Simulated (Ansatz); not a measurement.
`C[NH][SnH2][CH]=O` and `C[NH][SnH2][SiH3]` differ in one atom or group.

Ansatz, PBE0-D4/def2-TZVP geometries, multiplicity 1. Each molecule was computed in one conformer, which needn't be the lowest.

Elements past krypton have def2 core potentials.

```csv
property,`C[NH][SnH2][CH]=O`
HOMO–LUMO gap (ωB97M-V/def2-TZVPP) / eV,9.28
size of the dipole moment (PBE/def2-TZVPP) / D,1.02
HOMO energy (PBE/def2-TZVPP) / eV,-4.97
HOMO energy (B3LYP/def2-TZVPP) / eV,-6.08
size of the dipole moment (ωB97M-V/def2-TZVPP) / D,1.37
HOMO energy (ωB97M-V/def2-TZVPP) / eV,-8.50
```

(1) Give the same properties after the change, and the shifts. (Estimate.)

Answers

(1) Ansatz gave: 
```tsv
property	`C[NH][SnH2][SiH3]`	shift
HOMO–LUMO gap (ωB97M-V/def2-TZVPP) / eV	9.75	0.47
size of the dipole moment (PBE/def2-TZVPP) / D	0.79	-0.23
HOMO energy (PBE/def2-TZVPP) / eV	-5.11	-0.14
HOMO energy (B3LYP/def2-TZVPP) / eV	-6.16	-0.08
size of the dipole moment (ωB97M-V/def2-TZVPP) / D	0.88	-0.49
HOMO energy (ωB97M-V/def2-TZVPP) / eV	-8.59	-0.09
```

With PBE0 the HOMO falls by 0.11 eV and the LUMO rises by 1.07 eV, so the gap widens by about 1.18 eV. PBE moves the HOMO by -0.14 eV and ωB97M-V by -0.09 eV. Dipoles are sizes alone; their direction can turn.

B3LYP here is the variant with VWN-RPA as its local correlation; programs differ in this.
